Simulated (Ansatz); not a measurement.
Program: Ansatz 0.2.0.

Basis-set series for ClFGaHO, SMILES `[OH][Ga]([F])[Cl]`. The species carries charge 0 and has multiplicity 1. All single points use the PBE0-D4/def2-TZVP geometry. It is one conformer, not always the lowest.

```xyz
5

O    -1.3368    0.2917   -0.2695
Ga    0.2666   -0.1181    0.3317
F     0.4111   -0.5060    2.0141
Cl    2.0076   -0.1634   -0.8681
H    -1.3485    0.4958   -1.2082
```

```csv
functional,basis,functions,energy (Eh),HOMO (eV),LUMO (eV)
PBE0-D4,def2-TZVPP,166,-2560.37166,-9.65,-1.65
PBE0-D4,def2-QZVPP,303,-2560.43965,-9.69,-1.78
ωB97M-V,def2-TZVPP,166,-2560.77975,-11.96,0.27
ωB97M-V,def2-QZVPP,303,-2560.84489,-12.01,-0.02
```

(1) Give the rows for def2-SVP. (Best estimate.)

Answers

(1) The calculation gave: 
| functional | basis | functions | energy (Eh) | HOMO (eV) | LUMO (eV) |
| --- | --- | --- | --- | --- | --- |
| PBE0-D4 | def2-SVP | 83 | -2559.74222 | -9.48 | -1.49 |
| ωB97M-V | def2-SVP | 83 | -2560.14919 | -11.73 | 0.46 |

Positive LUMOs are unbound and depend on the basis. Scalar relativity is left out up to krypton.
